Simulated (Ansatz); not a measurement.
The same ligand exchange along the group B, Al, Ga, In.

Isolated molecules relaxed with PBE0-D4/def2-TZVP in Ansatz; ΔE leaves out vibrations. CCSD(T)/CBS is the MP2 limit (def2-TZVPP, def2-QZVPP) plus CCSD(T) − MP2 in def2-TZVPP, frozen cores. This one scheme is used for every species. Functionals use def2-TZVPP. def2 core potentials past Kr. For Ga, In outer-core shells are correlated without core-valence functions, which leaves a few kJ/mol of doubt a bond. Scalar relativity is left out up to krypton. One conformer a species, not always the lowest.

```csv
reaction,PBE-D4 (eV),MP2/CBS(def2) (eV),ωB97X-V (eV),r2SCAN-D4 (eV),CCSD(T)/CBS(def2) (eV)
`OBS` + NH₃ → `NBO` + H₂S,-0.39,-0.42,-0.46,-0.42,-0.44
`[OH][AlH][SH]` + NH₃ → `[NH2][AlH][OH]` + H₂S,0.29,0.25,0.22,0.26,0.24
`[OH][GaH][SH]` + NH₃ → `[NH2][GaH][OH]` + H₂S,0.62,0.54,0.54,0.61,0.53
`[OH][InH][SH]` + NH₃ → `[NH2][InH][OH]` + H₂S,0.90,0.86,0.85,0.91,0.84
```

Largest T1 diagnostic: 0.016, for `[NH2][InH][OH]`.
